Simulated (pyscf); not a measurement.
# H₄As₂Si (SMILES [SiH2]1[AsH][AsH]1), singlet

Gas-phase minimum from PySCF at ωB97X-D3(BJ)/def2-SVP, one conformer. 

SMILES: [SiH2]1[AsH][AsH]1
```xyz
7

Si    -0.6105     1.4047    -0.6947
As     1.2742     0.0573    -0.8857
As    -1.0181    -0.8662    -0.9792
H     -0.8738     2.0034     0.6365
H     -0.9548     2.2947    -1.8301
H      1.2799     0.2494    -2.3952
H     -1.0181    -1.0729     0.5284
```
Charge 0, spin multiplicity 1.

Bonds (Å): Si1–As2 2.325, Si1–As3 2.325, Si1–H4 1.483, Si1–H5 1.483, As2–As3 2.473, As2–H6 1.522, As3–H7 1.522. Bond angles (°): As2–Si1–As3 64.3, As2–Si1–H4 116.9, As2–Si1–H5 118.2, As3–Si1–H4 118.2, As3–Si1–H5 116.9, H4–Si1–H5 113.8, Si1–As2–As3 57.9, Si1–As2–H6 90.7, As3–As2–H6 90.7, Si1–As3–As2 57.9, Si1–As3–H7 90.7, As2–As3–H7 90.8.

Properties at ωB97X-D3(BJ)/def2-SVP:

```
Property                                                                                                                                                                                            Value
---------------------------------------------------------------------------------------------------------------------  ----------------------------------------------------------------------------------
Harmonic wavenumbers, unscaled                                                                                         256, 335, 435, 457, 466, 557, 621, 692, 705, 795, 930, 2247, 2258, 2281, 2302 cm⁻¹
Zero-point energy                                                                                                                                                                           21.9 kcal/mol
Rotational symmetry number                                                                                                                                                                              2
Entropy of this conformer at 298 K and 1 atm, rigid rotor and harmonic oscillator, modes under 100 cm⁻¹ raised to 100                                                                     313.0 J/(mol K)
Dipole moment                                                                                                                                                                                      0.97 D
```

Single-point totals, which compare only within one level (frozen core for MP2 and CC):

```
level                   total energy (hartree)
----------------------  ----------------------
ωB97X-D3(BJ)/def2-TZVP             -4763.59276
PBE/def2-TZVP                      -4762.85058
r²SCAN/def2-TZVP                   -4763.63124
B3LYP-D3(BJ)/def2-TZVP             -4763.79391
PBE0-D3(BJ)/def2-TZVP              -4763.01668
M06-2X/def2-TZVP                   -4763.66696
ωB97M-D3(BJ)/def2-TZVP             -4763.74219
HF/def2-TZVPP                      -4759.68026
MP2/def2-TZVPP                     -4760.34096
CCSD/def2-TZVPP                    -4760.36519
CCSD(T)/def2-TZVPP                 -4760.39532
```

The CCSD(T) − MP2 part came from Ansatz, without density fitting, on the same reference. The frozen core leaves the outer d or s,p core shells of the metals and heavy elements correlated in the MP2 and CC values, and def2-TZVPP describes them poorly, so these totals are far from the basis limit. Elements up to Kr have no core potential and no relativistic terms here.
